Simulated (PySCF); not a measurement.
## Continuum solvent and chemical shifts

Mapped SMILES: `[BH2:1][c:2]1[cH:3][cH:4][cH:5][c:6]([B:7]([Cl:8])[Cl:9])[cH:10]1`. Hydrogens are named by the atom that carries them.

GIAO PBE0/pcSseg-1 in PySCF on one PBE0-D3(BJ)/def2-SVP conformer, non-relativistic, equivalent nuclei averaged. Solvents enter as an IEF-PCM continuum (chloroform with ε = 4.7, dichloromethane with ε = 8.9) around the gas-phase geometry. Shifts are referred to BF3·OEt2, TMS computed in the same medium.

In chloroform, δ in ppm: B1 76.6, B7 57.3, C10 161.2, C3 158.9, C5 152.0, C2 146.1, C6 136.7, C4 134.3, H(C10) 9.10, H(C5) 8.76, H(C3) 8.59, H(C4) 8.00, H(B1) 7.32. Dipole moment 2.64 D.

(1) How does each δ change in the more polar medium?

(2) Which nuclei move most (in ppm), and what does the model miss?

## Answers

(1) 
| atoms | environment | Δδ, dichloromethane |
| --- | --- | --- |
| B1 | boron bonded to C, 2 H | 0.0 |
| B7 | boron bonded to C, 2 Cl | +0.1 |
| C10 | aromatic CH | +0.1 |
| C3 | aromatic CH | +0.4 |
| C5 | aromatic CH | +0.4 |
| C2 | substituted aromatic carbon | +0.1 |
| C6 | substituted aromatic carbon | +0.1 |
| C4 | aromatic CH | +0.3 |
| H(C10) | hydrogen on an aromatic CH | +0.01 |
| H(C5) | hydrogen on an aromatic CH | +0.03 |
| H(C3) | hydrogen on an aromatic CH | +0.04 |
| H(C4) | hydrogen on an aromatic CH | +0.05 |
| H(B1) | hydrogen on a boron bonded to C | -0.01 |

Changes are relative to chloroform. The dipole moment becomes 2.74 D in dichloromethane.

(2) C3 (aromatic CH, +0.4 ppm) and C5 (aromatic CH, +0.4 ppm) and C4 (aromatic CH, +0.3 ppm) in dichloromethane. A continuum only polarises the solute; specific hydrogen bonds, the anisotropy of aromatic solvents and changes of geometry or conformer are outside it.
